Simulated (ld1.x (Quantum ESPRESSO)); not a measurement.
**Before and after: TM potential for silver (Ag)**

| Property | Result |
| --- | --- |
| Element | Ag (Z = 47) |
| Generator | ld1.x (Quantum ESPRESSO) 7.5 |
| Type | norm-conserving Troullier–Martins (Kleinman–Bylander form) |
| Functional | PBEsol |
| Relativity | scalar-relativistic |
| Frozen core | [Ar] 3d10 4s2 |
| Valence charge | 17 |
| Reference configuration | 4p6 4d10 5s0 5p0 (charge +1) |
| Partial waves | 4p (bound): rc 1.15 bohr; 4d (bound): rc 1.45 bohr; 5s (bound, empty): rc 1.75 bohr |
| Local potential | the s channel |
| Core correction | Bessel-smoothed model core inside 0.75 bohr |

All-electron outer shells of the reference configuration (PBEsol, scalar-relativistic, ld1.x):

```
shell  level (eV)  outermost node (bohr)  outermost maximum (bohr)
   4s     -103.18                   0.44                      0.82
   4p      -66.76                   0.44                      0.87
   4d      -15.64                   0.43                      1.04
   5s      -11.23                   1.11                      2.37
   5p       -6.17                   1.24                      3.04
```

Change: all radii but the core radius scaled by about 1.19 (s 2.08, p 1.36, d 1.72 bohr).

Cutoffs: the cutoffs (Ry, on a coarse ladder) from which the occupation-weighted sum of valence levels, in a spherical-Bessel basis at the reference potential, stays within 10 and 1 mRy of its value at 400 Ry; they do not see the model core or the augmentation charge, which bear on the density cutoff. Errors are all-electron minus pseudo energies relative to the spin-unpolarised reference configuration.

What does the change do?

The potential gets softer (120 Ry and 160 Ry → 70 Ry and 120 Ry); of the 7 tests that both files solve, the error grows in 7 and shrinks in 0 by more than 15 % and 0.3 meV (median size 257.0 → 425.9 meV); neither file shows a bound ghost at the reference potential, the only one tested. A larger radius leaves more room for a smooth pseudo-wave, so fewer plane waves are needed. More of the atom is replaced by a form fitted at one configuration, so other configurations suffer.

```tsv
quantity	base	changed
cutoff, loose	120 Ry	70 Ry
cutoff, tight	160 Ry	120 Ry
loose cutoff by channel (10 mRy a level)	p 70 Ry, d 60 Ry	p 55 Ry, d 50 Ry
bound ghosts	none	none
error for 4p6 4d10 5s1 5p0, meV [ΔE -7.75 eV]	-1.8	-7.5
error for 4p6 4d9 5s0 5p0, meV [ΔE 22.11 eV]	-84	-102
error for 4p6 4d8 5s0 5p0, meV [ΔE 58.30 eV]	-405	-474
error for 4p6 4d9 5s1 5p0, meV [ΔE 5.42 eV]	-69	-117
error for 4p5 4d10 5s1 5p0, meV [ΔE 57.45 eV]	-257	-432
error for 4p6 4d10 5s0 5p1, meV [ΔE -3.82 eV]	-363	-426
error for 4p6 4d9 5s1 5p1, meV [ΔE 0.86 eV]	-636	-773
```

Changed file: These tests converged, but a pseudo level misses the all-electron one widely, so the file describes the atom poorly there or has found another state: 4p6 4d8 5s0 5p0: empty 5p by 2.7 eV.
